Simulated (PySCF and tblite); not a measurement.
Values are calculated unless marked as measured or tabulated.
## Rotation: stationary points, barriers and rates

System: C₅H₅NO, numbered as in [O:1]=[CH:2][c:3]1[cH:4][cH:5][cH:6][nH:7]1.

Motion: rotation about the C3–C2 bond (torsion C4–C3–C2–O1 from -180° to 0°, rising). Level: PBE/pcSseg-1 + D3(BJ) on GFN2-xTB stationary points, with GFN2-xTB thermal terms. Rates follow Eyring's equation with the number of equivalent paths and no tunnelling. Programs: tblite and PySCF.

```json
{"point": "start", "symmetry": "Cs", "E(GFN2) kcal/mol": "0.0", "E(DFT) kcal/mol": "0.0", "ZPE change kcal/mol": "0.00", "lowest mode cm⁻¹": "140", "dipole D": "2.81"}
{"point": "saddle", "symmetry": "C1", "E(GFN2) kcal/mol": "12.9", "E(DFT) kcal/mol": "17.9", "ZPE change kcal/mol": "-0.62", "lowest mode cm⁻¹": "232i", "dipole D": "2.72"}
{"point": "end", "symmetry": "Cs", "E(GFN2) kcal/mol": "2.4", "E(DFT) kcal/mol": "3.6", "ZPE change kcal/mol": "-0.17", "lowest mode cm⁻¹": "145", "dipole D": "4.47"}
```

```
Electronic barrier                                      : 17.9 kcal/mol
Barrier with zero-point energy                          : 17.3 kcal/mol
ΔH‡ (298 K)                                             : 17.0 kcal/mol
ΔS‡ (298 K, symmetry apart)                             : -1.6 cal/(mol K)
Paths                                                   : 2 equivalent paths
End point                                               : a different minimum
Mean lifetime of the start against this motion at 298 K : 540 ms
Cost                                                    : 69 s on 1 thread of Intel Xeon @ 2.60GHz (shared host) (rough), peak memory 0.62 GiB, launched as `OMP_NUM_THREADS=1 python ens_run.py task.json out`
```

| T/K | ΔG‡ kcal/mol | k s⁻¹ | ΔG kcal/mol | k back s⁻¹ |
| --- | --- | --- | --- | --- |
| 150 | 17.3 | 3.6×10⁻¹³ | 3.4 | 3.1×10⁻⁸ |
| 200 | 17.4 | 8.6×10⁻⁷ | 3.4 | 0.0043 |
| 250 | 17.4 | 0.006 | 3.4 | 5.4 |
| 298 | 17.5 | 1.9 | 3.4 | 547 |
| 350 | 17.6 | 154 | 3.4 | 1.9×10⁴ |
| 400 | 17.7 | 3700 | 3.3 | 2.5×10⁵ |
| 500 | 17.9 | 3.2×10⁵ | 3.3 | 9×10⁶ |

ΔG and ΔG‡ leave out symmetry numbers and mirror images; rates count paths: 2 out, 2 back.
